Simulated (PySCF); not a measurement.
Compound: C6H9F.
Numbering: `[CH2:1]=[C:2]([CH3:3])/[CH:4]=[CH:5]\[CH2:6][F:7]` (hydrogens: H8, H9 on C1; H10, H11, H12 on C3; H13 on C4; H14 on C5; H15, H16 on C6)

Level of theory: core-valence-separated Tamm–Dancoff BHandHLYP/aug-pcX-1 (pcseg-1 on H) in PySCF, non-relativistic, gas phase, PBE0-D3(BJ)/def2-SVP geometry. BHandHLYP without relativity tends to put these K edges a few eV too low, so spacings mean more than positions.

(1) Give energies, oscillator strengths and core holes at the C K edge.

(2) What does the F 1s absorption edge look like?

Results:

(1) 
```
E (eV)       f  core hole on                 main final orbital                        polarisation
282.28  0.0551            C1                        LUMO (76 %)  normal to the local trigonal plane
282.48  0.0582            C5                        LUMO (73 %)  normal to the local trigonal plane
282.78  0.0438            C4                        LUMO (71 %)  normal to the local trigonal plane
282.94  0.0669            C2                        LUMO (70 %)  normal to the local trigonal plane
285.20  0.0001            C3                        LUMO (93 %)                                   –
285.67  0.0079            C3                      LUMO+1 (77 %)                                   –
285.74  0.0101            C1                      LUMO+2 (42 %)         in the local trigonal plane
286.05  0.0143            C4                      LUMO+3 (43 %)         in the local trigonal plane
286.14  0.0527       C3 + C5  LUMO+3/LUMO+4 (2 roots, f summed)                                   –
286.26  0.0275            C1                      LUMO+6 (34 %)         in the local trigonal plane
286.29  0.0306            C3                             spread                                   –
286.42  0.0107            C4                             spread  normal to the local trigonal plane
286.53  0.0112            C2                      LUMO+4 (36 %)  normal to the local trigonal plane
286.86  0.0442            C6                             spread                                   –
286.90  0.0019            C5                      LUMO+2 (33 %)         in the local trigonal plane
286.92  0.0027            C1                      LUMO+4 (64 %)  normal to the local trigonal plane
286.98  0.0014            C2                      LUMO+1 (75 %)         in the local trigonal plane
287.02  0.0010            C1                      LUMO+1 (49 %)                                   –
287.16  0.0013            C3                      LUMO+7 (43 %)                                   –
287.20  0.0011            C4                      LUMO+1 (57 %)         in the local trigonal plane
287.29  0.0125            C6                        LUMO (48 %)                                   –
287.29  0.0046            C5                      LUMO+4 (60 %)                               mixed
287.43  0.0015            C1                             spread         in the local trigonal plane
287.45  0.0011            C5                      LUMO+1 (47 %)         in the local trigonal plane
287.48  0.0104            C3                      LUMO+2 (30 %)                                   –
287.49  0.0008            C2                      LUMO+2 (80 %)                                   –
```

The first line with a tenth or more of the strongest one's intensity is at 282.28 eV (f = 0.055), with the hole on C1 (terminal =CH2 carbon), polarised normal to the local trigonal plane: a 1s→π* resonance. The strongest listed is at 282.94 eV (f = 0.067; C2, 1s→π*).

(2) 
| E (eV) | f | core hole on | main final orbital |
| --- | --- | --- | --- |
| 685.33 | 0.0269 | F7 | spread |
| 686.15 | 0.0027 | F7 | LUMO (77 %) |
| 686.51 | 0.0092 | F7 | LUMO+3 (35 %) |
| 687.16 | 0.0010 | F7 | spread |
| 687.43 | 0.0005 | F7 | LUMO+4 (69 %) |
| 687.78 | 0.0055 | F7 | LUMO+1 (43 %) |
| 688.09 | 0.0017 | F7 | spread |

The first line with a tenth or more of the strongest one's intensity is at 685.33 eV (f = 0.027), with the hole on F7 (alkyl fluorine). It is also the strongest listed.

Roots within 0.03 eV whose holes lie on the same, on equivalent or on shared atoms are summed into one line, and the highest roots are left out, as the search may have cut off their partners. Final orbitals are the ground state's empty Kohn–Sham orbitals. A dash: too weak, shared between unlike atoms, or no plane or axis to refer to.

Q: What are the wavelength and the wavenumber of the 286.29 eV line?

A: λ = 12398.42 eV Å/286.29 eV = 43.307 Å; 2.3091 × 10⁶ cm⁻¹.

Only the lowest roots of each edge were sought.

Shape of the structure used: `[CH2:1]=[C:2]([CH3:3])/[CH:4]=[CH:5]\[CH2:6][F:7]`: C1–C2–C4–C5 180°, C4–C5–C6–F7 169°.

One conformer stands for the species.
